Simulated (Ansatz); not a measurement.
Program: Ansatz. Geometries: PBE0-D4/def2-TZVP. ΔE: electronic, gas phase. CCSD(T)/CBS adds triple-zeta CCSD(T) − MP2 to the extrapolated MP2 energy (def2 sets, frozen cores). This one scheme is used for every species. DFT in def2-TZVPP. HSE06 is defined as in plane-wave codes. Each species was taken in one conformer, which may not be the lowest.

Reaction (substitution at a C–C bond): `CC(C)BO` + `CO[SiH2]S` → `CO[SiH2]SC` + `CCBO`

```json
{"level": "BLYP-D4", "ΔE (kJ/mol)": "-5.0", "difference from CCSD(T)/CBS": "-7.4"}
{"level": "r2SCAN0-D4", "ΔE (kJ/mol)": "0.6", "difference from CCSD(T)/CBS": "-1.8"}
{"level": "HSE06-D4", "ΔE (kJ/mol)": "-1.4", "difference from CCSD(T)/CBS": "-3.8"}
{"level": "CAM-B3LYP-D4", "ΔE (kJ/mol)": "0.8", "difference from CCSD(T)/CBS": "-1.6"}
{"level": "ωB97M-V", "ΔE (kJ/mol)": "1.1", "difference from CCSD(T)/CBS": "-1.3"}
{"level": "B2PLYP", "ΔE (kJ/mol)": "0.6", "difference from CCSD(T)/CBS": "-1.8"}
{"level": "PBE-QIDH", "ΔE (kJ/mol)": "2.5", "difference from CCSD(T)/CBS": "0.1"}
{"level": "PBE", "ΔE (kJ/mol)": "-2.7", "difference from CCSD(T)/CBS": "-5.1"}
{"level": "revPBE", "ΔE (kJ/mol)": "-4.4", "difference from CCSD(T)/CBS": "-6.8"}
{"level": "BLYP", "ΔE (kJ/mol)": "-3.5", "difference from CCSD(T)/CBS": "-5.9"}
{"level": "r2SCAN", "ΔE (kJ/mol)": "-0.5", "difference from CCSD(T)/CBS": "-2.9"}
{"level": "r2SCAN0", "ΔE (kJ/mol)": "0.9", "difference from CCSD(T)/CBS": "-1.5"}
{"level": "CAM-B3LYP", "ΔE (kJ/mol)": "1.8", "difference from CCSD(T)/CBS": "-0.6"}
{"level": "MP2/def2-SVP", "ΔE (kJ/mol)": "12.4", "difference from CCSD(T)/CBS": "10.0"}
{"level": "CCSD/def2-TZVPP", "ΔE (kJ/mol)": "6.4", "difference from CCSD(T)/CBS": "4.0"}
{"level": "CCSD(T)/def2-TZVPP", "ΔE (kJ/mol)": "5.6", "difference from CCSD(T)/CBS": "3.2"}
{"level": "CCSD(T)/CBS", "ΔE (kJ/mol)": "2.4", "difference from CCSD(T)/CBS": "0"}
```

Largest T1 diagnostic among the species: 0.011.

From BLYP to BHLYP (50 % exact exchange), in def2-TZVPP and without D4, ΔE moves by +4.9 kJ/mol. Leaving LDA and LC-ωPBE aside and taking each functional with its dispersion term where it has one, the values spread over 7.5 kJ/mol, from BLYP-D4 to PBE-QIDH. LDA lies +6.3 kJ/mol from PBE without D4. At CCSD(T), def2-SVP lies +10.7 kJ/mol from the extrapolated value and def2-TZVPP +3.2 kJ/mol.
